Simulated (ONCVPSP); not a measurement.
**tin (Sn), ONCV: configuration errors across variants**

```
Element                 : Sn
Generator               : ONCVPSP 4.0.1
Type                    : optimised norm-conserving Vanderbilt (ONCV)
Functional              : PBEsol
Relativity              : scalar-relativistic
Frozen core             : [Kr] 4d10
Valence charge          : 4
Reference configuration : 5s2 5p2
Partial waves           : 5s: rc 2.15 bohr, ncon 3, nbas 7, qcut 2.7 1/bohr, 2 projectors, debl 1.6 Ha; 5p: rc 2.30 bohr, ncon 4, nbas 7, qcut 3.9 1/bohr, 1 projector; d scattering state at 0.13 Ha: rc 2.35 bohr, ncon 4, nbas 9, qcut 4.1 1/bohr, 3 projectors, debl 1.5 Ha
Local potential         : polynomial inside 2.15 bohr (lpopt 1, dvloc0 2 Ha)
Core correction         : Teter function, fcfact 5.25, rcfact 1.7
```

All-electron excitation energies from the reference (eV): (1) 5s2 5p1 6.898; (2) 5s2 5p0 20.870; (3) 5s1 5p0 51.886; (4) 5s2 5p1.5 2.626.

1 further variants failed, have other tests or too few solved ones, and are left out.

A true bound ghost makes a file unfit for plane-wave use even where its test errors are small: the radial tests pick states by their node count and pass the ghost by.

Errors AE − PS in meV (a dash: test not solved or not reliable):

| change | (1) | (2) | (3) | (4) | bound ghosts | GHOST(+) flags above zero |
| --- | --- | --- | --- | --- | --- | --- |
| base | -92 | -509 | -1377 | -19 | d | s |
| p: rc 1.78; local potential polynomial inside 1.78 bohr (lpopt 1, dvloc0 2 Ha) | -91 | -512 | -1391 | -18 | d | none |
| p: rc 2.22 | -92 | -509 | -1377 | -19 | d | s |
| p: rc 2.42 | -92 | -509 | -1380 | -19 | d | s |
| p: rc 2.64 | -92 | -512 | -1385 | -19 | d | s |
| p: rc 2.9 | -93 | -517 | -1396 | -19 | d | s |
| p: rc 3.16 | -94 | -525 | -1418 | -19 | d | s |
| p: rc 3.3 | -94 | -531 | -1434 | -19 | d | s |

Question: Give the same row for: p: rc 2.04; local potential polynomial inside 2.04 bohr (lpopt 1, dvloc0 2 Ha).

Answer: -92, -512, -1380, -18; bound ghosts: d; GHOST(+) flags above zero: s.
